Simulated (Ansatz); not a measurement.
(BeF2)n off (charge -1): vertical IE (eV) at several levels, gas phase, relaxed structures; Ansatz. Clusters are the lowest isomers that short searches found in that spin, judged at the geometry's level. Singlets are spin-restricted. The spins of the ions were chosen, not always searched. The structures are stationary points that may keep the symmetry of their start. Remarks come from the PBE and PBE0 runs and from stability tests at other levels; not every state was tested. A HOMO above zero means that the electron is unbound at that level and held by the basis, or that self-interaction error raises the level; the energy of removing that electron tells which. HOMO above LUMO (over both spins in singlets and doublets, within one spin in higher multiplets; at PBE or PBE0), or a gap under 0.15 eV within one spin, warns that the state may not be the lowest or that an electron is smeared out.

```
species               state              geometry  PBE-D4/def2-TZVPD  r2SCAN-D4/def2-TZVPD  PBE0-D4/def2-TZVPD                                                         remarks
  BeF3⁻  singlet to doublet  r2SCAN-D4/def2-TZVPD               5.90                  6.17                6.66                                                               –
 Be2F5⁻  singlet to doublet      PBE-D4/def2-SVPD               6.87                  7.20                7.96  gap within one spin near zero at PBE or PBE0 (neutral doublet)
```

Estimate the rows for BeF2⁻ (doublet to singlet, PBE-D4/def2-TZVPD geometry).


```json
{"species": "BeF2⁻", "state": "doublet to singlet", "geometry": "PBE-D4/def2-TZVPD", "PBE-D4/def2-TZVPD": "0.74", "r2SCAN-D4/def2-TZVPD": "0.72", "PBE0-D4/def2-TZVPD": "0.75", "remarks": "HOMO above zero at PBE or PBE0"}
```

Over the 3 species that have every level, the mean is 4.50 at PBE-D4/def2-TZVPD, 4.70 at r2SCAN-D4/def2-TZVPD, 5.12 at PBE0-D4/def2-TZVPD.
